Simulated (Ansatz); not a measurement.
Start from `C[O][In]([SH])[O]C` and change one atom or group to get `C[O][In]([OH])[SH]`.

Ansatz, PBE0-D4/def2-TZVP geometries, multiplicity 1. Each molecule was computed in one conformer, which needn't be the lowest.

Elements past krypton have def2 core potentials.

```json
{"property": "HOMO energy (B3LYP/def2-TZVPP) / eV", "`C[O][In]([SH])[O]C`": "-7.35"}
{"property": "LUMO energy (ωB97M-V/def2-TZVPP) / eV", "`C[O][In]([SH])[O]C`": "0.12"}
{"property": "HOMO energy (PBE/def2-TZVPP) / eV", "`C[O][In]([SH])[O]C`": "-6.07"}
{"property": "size of the dipole moment (B3LYP/def2-TZVPP) / D", "`C[O][In]([SH])[O]C`": "1.56"}
{"property": "LUMO energy (PBE/def2-TZVPP) / eV", "`C[O][In]([SH])[O]C`": "-2.64"}
{"property": "HOMO–LUMO gap (B3LYP/def2-TZVPP) / eV", "`C[O][In]([SH])[O]C`": "5.28"}
```

Question: Give the same properties after the change, and the shifts. (An estimate is asked.)

Answer: Computed: 
| property | `C[O][In]([OH])[SH]` | shift |
| --- | --- | --- |
| HOMO energy (B3LYP/def2-TZVPP) / eV | -7.33 | 0.02 |
| LUMO energy (ωB97M-V/def2-TZVPP) / eV | 0.09 | -0.03 |
| HOMO energy (PBE/def2-TZVPP) / eV | -6.09 | -0.02 |
| size of the dipole moment (B3LYP/def2-TZVPP) / D | 0.77 | -0.79 |
| LUMO energy (PBE/def2-TZVPP) / eV | -2.65 | -0.01 |
| HOMO–LUMO gap (B3LYP/def2-TZVPP) / eV | 5.24 | -0.04 |

Dipoles are sizes alone; their direction can turn.

B3LYP here is the variant with VWN-RPA as its local correlation; programs differ in this.
